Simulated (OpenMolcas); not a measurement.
# Tc4+ in a point-charge field

Tc4+ among 6 point charges of -0.85 e arranged as an octahedron (Oh), 1.8 Å from the ion.

```yaml
Program: OpenMolcas
Method: CASSCF
Basis: ANO-RCC-VDZP [6s5p3d1f]
Scalar_Hamiltonian: DKH2, point nucleus
Active_space: 3 electrons in 5 orbitals (4d)
State_averaging: 2S+1 = 4 even, 10 roots; 2S+1 = 2 even, 40 roots
Spin-orbit_coupling: state interaction with AMFI integrals over the reference wave functions
```

The lowest spin-free states (labels of O, the rotations of Oh), above the lowest:

```tsv
State	Degeneracy	E (cm-1)	Free-ion L (%)
4A2	1	0.0	F (100)
4T2	3	6551	F (100)
4T1	3	11163	F (94)
2E	2	16654	G (71)
2T1	3	17426	G (58)
2A1	1	21048	G (100)
2T2	3	21697	G (59)
4T1	3	22116	P (94)
2T2	3	23929	H (65)
2T1	3	24558	H (51)
2E	2	26424	H (52)
2T1	3	28616	P (50)
2T1	3	31016	H (78)
2T2	3	31942	D (63)
2E	2	36311	D (42)
2A2	1	39088	F (100)
2T2	3	39727	F (94)
2T1	3	42433	F (92)
2E	2	59589	D (98)
2T2	3	61497	D (95)
```

The lowest levels with spin-orbit coupling:

```csv
E (cm-1),Degeneracy,Label,2S+1,g
0.0,4,Γ8,4,
6377,2,Γ7,4,2.30 2.30 2.30
6428,4,Γ8,4,
6850,4,Γ8,4,
7095,2,Γ6,4,2.68 2.68 2.68
10781,2,Γ7,4,0.38 0.38 0.38
11133,4,Γ8,4,
11985,4,Γ8,4,
12560,2,Γ6,4,4.49 4.49 4.49
16780,4,Γ8,2,
17703,4,Γ8,2,
17825,2,Γ6,2,0.60 0.60 0.60
21370,2,Γ6,4 (73 %),2.83 2.83 2.83
21447,4,Γ8,4 (71 %),
21905,2,Γ7,2,1.29 1.29 1.29
22116,2,Γ6,2 (80 %),3.01 3.01 3.01
22208,4,Γ8,2 (83 %),
22840,4,Γ8,4,
22909,2,Γ7,4,2.28 2.28 2.28
24308,2,Γ6,2,0.81 0.81 0.81
```

Powder χT (cm3 K/mol): 1.11 at 2 K, 1.12 at 10 K, 1.13 at 50 K, 1.14 at 100 K, 1.17 at 200 K, 1.2 at 300 K. The effective moment at 300 K is 2.828 √(χT) = 3.10 μB.

The lowest level has 2S+1 = 4, for which the spin-only value is χT = S(S+1) / 2 = 1.875 cm3 K/mol (g = 2). The computed 1.202 at 300 K differs by -0.673, through orbital momentum, spin-orbit coupling and any other state in reach.

A least-squares ligand-field fit to the states below 45000 cm-1, each weighted by its degeneracy and with a free common offset, gives 10Dq = 6738 cm-1, B = 899 cm-1 and C = 3672 cm-1 (C/B = 4.09), with an rms deviation of 72 cm-1.

Without dynamic correlation the repulsion within the d shell is too large (B by tens of per cent), so at a given field states of lower spin stand too high. This field is weak: 10Dq is about 6738 cm-1, while octahedral complexes of 4d ions of charge 3 and more, computed by the same method with explicit ligands, had a median near 25000 cm-1. Ground spin and moment need not be those of a real site. This is an electrostatic model: the charges have no orbitals. No measured value stands beside these numbers.
